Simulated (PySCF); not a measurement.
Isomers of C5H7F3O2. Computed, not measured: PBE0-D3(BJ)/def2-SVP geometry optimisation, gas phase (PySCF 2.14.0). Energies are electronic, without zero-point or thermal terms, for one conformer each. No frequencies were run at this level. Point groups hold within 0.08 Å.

Question: Rank from lowest to highest electronic energy at this level (kcal/mol).
A. `[F:1][C:2]([F:3])([F:4])[C@H:5]1[CH2:6][O:7][CH2:8][CH2:9][O:10]1` with C2–C5–C6–O7 176°, C5–C6–O7–C8 -57°, C6–O7–C8–C9 58°, O7–C8–C9–O10 -56°
B. `[F:1][C:2]([F:3])([F:4])[CH:5]1[O:6][CH2:7][CH2:8][CH2:9][O:10]1` with C2–C5–O6–C7 -81°, C5–O6–C7–C8 -51°, O6–C7–C8–C9 53°, C7–C8–C9–O10 -53°

Answer: B (0.0), A (3.7).

```tsv
SMILES	E (Eh)	E rel (kcal/mol)	dipole (D)	point group	A, B, C (MHz)
FC(F)(F)C1OCCCO1	-643.58040	0.0	2.62	Cs	2358, 1128, 994.4
FC(F)(F)[C@H]1COCCO1	-643.57449	3.7	2.24	C1	2642, 938.4, 813.9
```

Q: How do the relative energies change in single points at PBE0/pcSseg-1 (no added dispersion term) on the same geometries?

A: 
```csv
SMILES,PBE0-D3(BJ)/def2-SVP (kcal/mol),PBE0/pcSseg-1 (kcal/mol),shift
FC(F)(F)C1OCCCO1,0.0,0.0,0.0
FC(F)(F)[C@H]1COCCO1,3.7,3.4,-0.3
```

Each column counts from its own lowest isomer. The order is unchanged; the largest shift is 0.3 kcal/mol.
